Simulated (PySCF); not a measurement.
Compound: C₆H₁₀FO (doublet state).
Z-matrix (Å and degrees, GFN2-xTB geometry), rows numbered from 1:
```
F 
C   1  1.3848
C   2  1.5244  1  108.26
C   3  1.5252  2  112.78  1   174.49
C   4  1.5477  3  112.68  2    62.04
C   5  1.4795  4  114.36  3   -76.85
O   6  1.3721  5  124.73  4    62.58
C   7  1.3997  6  118.02  5     4.05
H   2  1.0984  1  106.04  3   119.35
H   3  1.0925  2  107.95  1    53.12
H   3  1.0933  2  108.52  1   -63.37
H   4  1.0915  3  108.34  2  -177.67
H   4  1.0919  3  109.93  2   -59.90
H   5  1.0964  4  107.68  3    47.18
H   5  1.0905  4  108.72  3   163.37
H   6  1.0744  5  121.74  4   -97.74
H   8  1.0980  2  110.06  1    81.80
H   8  1.0941  2  108.28  1   -36.79
```

The hyperfine couplings belong to this conformer and change with its torsions.

Identity: `F[C@@H]1CCC[CH]OC1` [radical].

Theory: PySCF 2.14.0, UKS B3LYP, pcH-1 on C F H O, non-relativistic, mean-field spin-orbit, GIAO. One conformer (not necessarily the lowest) at the GFN2-xTB geometry, without solvent, vibrations or thermal averaging. Couplings are sensitive to structure, and on GFN2-xTB geometries they can be far from those on DFT ones. Stability of the SCF solution: not tested.

(1) Where do the isotropic ENDOR lines of C6, C4, C5, C2, C8, H14, H16, H17, H12 and H15 fall at 339.8 mT, to first order?

(2) Which pairs are centred on the nuclear Larmor frequency, and which on half the coupling?

## Answers

(1) For S = 1/2 in fast tumbling each set of equivalent nuclei gives two lines, ν± = |νn ± a/2| to first order, with νn = g_N μN B/h and μN/h = 7.62259 MHz/T.

```
nuclei  isotope     g_N  νn (MHz)  a_iso (MHz)  lower line (MHz)  upper line (MHz)
    C6      13C  1.4048      3.64       115.33             54.02             61.30
    C4      13C  1.4048      3.64        80.51             36.62             43.90
    C5      13C  1.4048      3.64       -26.94              9.83             17.11
    C2      13C  1.4048      3.64        13.96              3.34             10.62
    C8      13C  1.4048      3.64        -4.36              1.46              5.82
   H14       1H  5.5857     14.47        73.05             22.06             50.99
   H16       1H  5.5857     14.47       -53.67             12.37             41.30
   H17       1H  5.5857     14.47        17.38              5.78             23.16
   H12       1H  5.5857     14.47         6.00             11.47             17.47
   H15       1H  5.5857     14.47         3.94             12.50             16.44
```

The rows for 13C, of low natural abundance, apply to labelled samples.

(2) Centred on νn, since |a| < 2νn: C8, H17, H12 and H15. Centred on |a|/2 and split by 2νn: C6, C4, C5, C2, H14 and H16.

Couplings of abundant isotopes left out: H13 (-3.7 MHz) and H18 (-2.0 MHz).
